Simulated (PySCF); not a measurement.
CH10O2Si3, SMILES OC[Si]([SiH3])(O)[SiH3].

Geometry: PBE-D3(BJ)/def2-SVP. The structure was generated by enumeration, and PubChem lists no compound with its InChIKey, so it may never have been made. The values are those of a single conformer.

Calculation: PBE-D3(BJ)/def2-SVP in PySCF.

Frequencies are harmonic and unscaled.

| mode | ν (cm⁻¹) | IR (km/mol) | moving atoms (share of kinetic energy) |
|---|---|---|---|
| 1 | 57 | 2.0 | H 48 %, O 35 %, Si 17 % |
| 2 | 76 | 0.1 | H 60 %, Si 22 %, O 16 % |
| 3 | 83 | 1.6 | H 59 %, Si 26 %, O 14 % |
| 4 | 88 | 2.8 | Si 42 %, H 34 %, O 19 % |
| 5 | 96 | 1.6 | H 49 %, O 24 %, Si 20 % |
| 6 | 123 | 4.4 | H 34 %, Si 30 %, O 22 %, C 14 % |
| 7 | 160 | 4.9 | O 60 %, H 27 %, Si 12 % |
| 8 | 211 | 4.7 | H 37 %, O 32 %, C 18 %, Si 12 % |
| 9 | 251 | 94.7 | H 64 %, O 23 %, Si 11 % |
| 10 | 289 | 15.0 | Si 43 %, H 27 %, O 23 % |
| 11 | 384 | 23.5 | Si 47 %, H 32 %, O 13 % |
| 12 | 398 | 3.0 | H 59 %, Si 40 % |
| 13 | 454 | 8.2 | H 82 %, Si 14 % |
| 14 | 483 | 104.2 | H 85 % |
| 15 | 488 | 20.9 | H 76 %, Si 14 % |
| 16 | 507 | 22.5 | H 64 %, Si 32 % |
| 17 | 533 | 52.9 | Si 50 %, H 41 % |
| 18 | 673 | 10.2 | C 43 %, Si 30 %, H 23 % |
| 19 | 733 | 102.6 | H 58 %, O 19 %, C 18 % |
| 20 | 789 | 213.5 | H 42 %, O 28 %, Si 24 % |
| 21 | 815 | 251.8 | H 82 %, Si 14 % |
| 22 | 842 | 72.2 | H 72 %, Si 18 %, O 10 % |
| 23 | 849 | 29.5 | H 82 %, Si 10 % |
| 24 | 895 | 8.7 | H 97 % |
| 25 | 898 | 19.3 | H 97 % |
| 26 | 900 | 42.6 | H 97 % |
| 27 | 904 | 45.8 | H 95 % |
| 28 | 1037 | 97.2 | O 47 %, C 42 %, H 11 % |
| 29 | 1134 | 24.9 | H 89 %, C 10 % |
| 30 | 1222 | 6.0 | H 80 %, C 18 % |
| 31 | 1357 | 71.8 | H 82 %, C 11 % |
| 32 | 1405 | 13.5 | H 94 % |
| 33 | 2136 | 65.0 | H 98 % |
| 34 | 2140 | 60.1 | H 99 % |
| 35 | 2151 | 9.6 | H 96 % |
| 36 | 2154 | 133.7 | H 96 % |
| 37 | 2157 | 84.8 | H 96 % |
| 38 | 2166 | 70.5 | H 96 % |
| 39 | 2888 | 35.7 | H 94 % |
| 40 | 3021 | 9.7 | H 92 %, C 8 % |
| 41 | 3632 | 36.4 | H 94 % |
| 42 | 3765 | 80.6 | H 94 % |
